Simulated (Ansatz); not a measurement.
Geometry optimisation, RKS r2SCAN-D4/def2-SVP in Ansatz.

The input (input.yaml):

```yaml
crystal:
  periodic: [false, false, false]
  atoms:
    - { symbol: Ga, position_ang: [0.0, 0.0, 0.0] }
    - { symbol: O, position_ang: [0.0, 0.0, 2.14] }
    - { symbol: H, position_ang: [-0.9095, -0.2814, 2.4771] }
    - { symbol: H, position_ang: [1.3596, 0.0, -0.785] }
    - { symbol: H, position_ang: [-1.3596, 0.0, -0.785] }
    - { symbol: Br, position_ang: [0.1219, 2.5784, 0.8577] }
    - { symbol: H, position_ang: [0.0593, 1.255, 2.016] }
basis:
  gaussian: { orbitals: def2-SVP }
hamiltonian:
  xc: r2scan
  dispersion: d4
relax:
  f_tol: 0.15
  max_steps: 25
  restrain:
    - { distance: [0, 5], at: 2.42, k: 30.0 }
    - { distance: [6, 1], at: 1.01, k: 30.0 }
    - { distance: [0, 1], at: 2.99, k: 30.0 }
    - { distance: [6, 5], at: 2.75, k: 30.0 }
output:
  orbitals: {}
```

Command:

```bash
$ ansatz run input.yaml --threads 4 --pin off --max-ram 5120MiB --backend cpu --events-out ev --progress --plain --runs-dir out
```

**Question.** Where does it end, and by what steps?

**Answer.** The run converged. The restraints hold the end off the free minimum; the threshold counts their pulls, which the force column leaves out. Restrained pairs: Ga1–Br6 (2.72 → 2.40 Å), O2–H7 (1.26 → 0.99 Å), Ga1–O2 (2.14 → 2.97 Å), Br6–H7 (1.76 → 2.75 Å). After 7 steps the energy has fallen by 0.779 eV (the restraints' own energy left out); Ga1 moved furthest, 0.67 Å.

```tsv
step	energy less start (eV)	largest force component (eV/Å)	accepted
0	0.0000	1.712	yes
1	-0.2204	2.457	yes
2	-0.4864	2.276	yes
3	-0.6829	1.326	yes
4	-0.7248	1.122	yes
5	-0.6790	2.155	no
6	-0.7763	0.850	yes
7	-0.7786	0.787	yes
```

```xyz
7
Properties=species:S:1:pos:R:3
Ga 0.039 0.462 -0.477
O -0.058 -0.137 2.432
H -0.999 -0.131 2.663
H 1.465 -0.065 -0.777
H -1.379 -0.082 -0.786
Br 0.030 2.683 0.422
H 0.174 0.822 2.444
```

The run took 8.3 s on 4 threads of INTEL(R) XEON(R) PLATINUM 8581C CPU @ 2.10GHz (Emerald Rapids), on a shared host, peak memory 0.19 GiB.
